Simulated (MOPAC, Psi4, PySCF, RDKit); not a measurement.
Internal rotation in SMILES F/C=C\c1cccs1 (C6H5FS). Scanned: dihedral C2–C3–C4–S8; all other coordinates were relaxed at GFN2-xTB. Points at φ and −φ are mirror images.

Atom numbering (GFN2-xTB optimised geometry, Å):
```
13

F     -2.3289     1.5050     0.1705
C     -2.4721     0.3490    -0.4983
C     -1.4709    -0.4990    -0.7215
C     -0.1022    -0.3506    -0.3092
C      0.5120     0.6550     0.3910
C      1.8849     0.4242     0.5963
C      2.3099    -0.7485     0.0556
S      1.0398    -1.6012    -0.7193
H     -3.4894     0.2003    -0.8259
H     -1.7075    -1.3974    -1.2717
H     -0.0028     1.5284     0.7458
H      2.5307     1.1026     1.1247
H      3.2964    -1.1679     0.0640
```

Methods: PM7, restricted, heats of formation // GFN2-xTB (MOPAC); PBE0-D3(BJ)/def2-SVP // GFN2-xTB (Psi4); MMFF94 // GFN2-xTB (RDKit); PBE-D3(BJ)/def2-SVP // GFN2-xTB (Psi4); RKS-B3LYP/6-311+G** = restricted B3LYP/6-311+G**, spherical d, density fitting // GFN2-xTB (PySCF); MP2/cc-pVTZ = DF-MP2 (frozen core)/cc-pVTZ // GFN2-xTB (Psi4 1.11).

Energies in eV, each method relative to its own lowest point.

```csv
φ / °,PM7,PBE0-D3(BJ)/def2-SVP,MMFF94,PBE-D3(BJ)/def2-SVP,RKS-B3LYP/6-311+G**,MP2/cc-pVTZ
-150,0.014,0.068,0.039,0.076,0.056,0.066
-120,0.012,0.184,0.157,0.210,0.157,0.155
-90,0.007,0.252,0.252,0.292,0.209,0.201
-60,0.000,0.191,0.213,0.216,0.163,0.155
-30,0.006,0.066,0.167,0.072,0.056,0.054
0,0.011,0.000,0.161,0.000,0.000,0.000
30,0.006,0.066,0.167,0.072,0.056,0.054
60,0.000,0.191,0.213,0.216,0.163,0.155
90,0.007,0.252,0.252,0.292,0.209,0.201
120,0.012,0.184,0.157,0.210,0.157,0.155
150,0.014,0.068,0.039,0.076,0.056,0.066
180,0.028,0.019,0.000,0.018,0.010,0.030
```

Root-mean-square difference from the MP2/cc-pVTZ profile, itself a level with limits, after the best constant shift (eV): PM7 0.070, PBE0-D3(BJ)/def2-SVP 0.020, MMFF94 0.060, PBE-D3(BJ)/def2-SVP 0.034, RKS-B3LYP/6-311+G** 0.009.
